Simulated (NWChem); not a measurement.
# CH4S2Se; SMILES [Se](SC)S

```xyz
8

Se     0.7855    -0.3827    -0.1077
S     -0.9055    -1.8117     0.0202
H     -0.7393    -2.1642     1.3170
S     -0.0174     1.5142     0.6409
C     -0.9271     2.1598    -0.7868
H     -0.2669     2.2990    -1.6535
H     -1.3306     3.1353    -0.4749
H     -1.7620     1.4930    -1.0438
```
Atoms are numbered in this order, from 1.

Level: PBE0/def2-SVP (NWChem), optimised geometry, unscaled harmonic frequencies. This build's default masses of Se (78.918 u) and Br (79.917 u) are each other's, which moves their modes by up to 0.6 %.

Problem. List the harmonic frequencies with IR intensities, and the thermochemistry.

Solution. 
| frequency (cm⁻¹) | IR intensity (km/mol) |
|---|---|
| 72 | 2.1 |
| 145 | 0.4 |
| 181 | 2.6 |
| 217 | 2.1 |
| 324 | 26.0 |
| 372 | 19.4 |
| 406 | 1.0 |
| 722 | 1.6 |
| 810 | 1.8 |
| 961 | 5.7 |
| 963 | 5.3 |
| 1321 | 3.4 |
| 1431 | 13.0 |
| 1449 | 12.0 |
| 2686 | 0.3 |
| 3062 | 11.8 |
| 3177 | 0.8 |
| 3192 | 1.6 |

The zero-point energy comes out as 30.7 kcal/mol, the thermal correction to the enthalpy at 298.15 K (with zero-point energy) is 35.5 kcal/mol and the heat capacity Cv is 20.7 cal/(mol K). The entropy at 298.15 K and 1 atm (symmetry number 1) is 84.0 cal/(mol K) and the dipole moment is 0.85 D.

Rigid rotor and harmonic oscillator; modes under 100 cm⁻¹ make the entropy uncertain.
